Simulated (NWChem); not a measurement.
# PbH₂O, singlet; SMILES [OH][PbH]

```xyz
4

Pb     0.0259    -0.2120     0.0000
H     -1.8781    -0.3067     0.0000
O      0.0744     1.9280     0.0000
H     -0.8424     2.2678     0.0000
```
Atoms are numbered in this order, from 1.

Results from NWChem. Low-valent species are run as closed-shell singlets; no triplet was tried in these runs. Coordinates come from a PBE-D3(BJ)/def2-SVP optimisation. def2 effective core potentials on Pb; no spin-orbit coupling. Vertical excitations in the gas phase.

Task: Predict the results for PBE/def2-SVP, full TDDFT. Quantities: lowest excitation, singlet (eV); oscillator strength of that lowest state; orbital gap (eV).

Result: 
```json
{
 "lowest excitation, singlet (eV)": "3.05",
 "oscillator_strength_of_that_lowest_state": "0.005",
 "orbital gap (eV)": "2.78"
}
```
